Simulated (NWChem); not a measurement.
CH₃ClSn, singlet; SMILES [CH3][Sn][Cl]

Results from NWChem. Low-valent species are run as closed-shell singlets; no triplet was tried in these runs. Coordinates come from a PBE0/def2-SVP optimisation. Not confirmed as a minimum by frequencies. def2 effective core potentials on Sn; no spin-orbit coupling. Ions are spin-unrestricted doublets at the neutral geometry; other ion states weren't tried.

For level PBE0/def2-SVP:

```
Item                                   Result
-------------------------------------  ------
vertical ionisation energy, ΔSCF (eV)    8.68
−ε(HOMO) (eV)                            6.61
```

Problem. Estimate the same quantities for level PBE/def2-SVP.

Solution. 
- vertical ionisation energy, ΔSCF (eV): 8.51
- −ε(HOMO) (eV): 5.53
